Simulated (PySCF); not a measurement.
Ga(F)(Br)(Me) (CH3BrFGa), SMILES [Ga]([CH3])([F])[Br]. Heavy atoms are numbered as in [Ga:1]([F:2])([Br:3])[CH3:4]. Hydrogens are named by the atom that carries them.

Coordinates come from a B3LYP-D3(BJ)/def2-SVP optimisation.

Computed with PBE/pcSseg-1 in PySCF.

GIAO shieldings, no solvent; atoms alike by connectivity are averaged. δ = σ(ref) − σ: ¹⁹F against CFCl3 (σ = 133.6 ppm); ¹³C against TMS (σ = 182.0 ppm); ¹H against TMS (σ = 31.49 ppm), references at their B3LYP-D3(BJ)/def2-TZVP geometries, non-relativistic (without spin–orbit terms, shifts of atoms bonded to Cl or Br come out too high).

| nucleus | atoms | count | δ (ppm) |
|---|---|---|---|
| ¹⁹F | F2 | 1 | -91.0 |
| ¹³C | C4 (CH3) | 1 | 4.1 |
| ¹H | H on C4 | 3 | 1.03 |
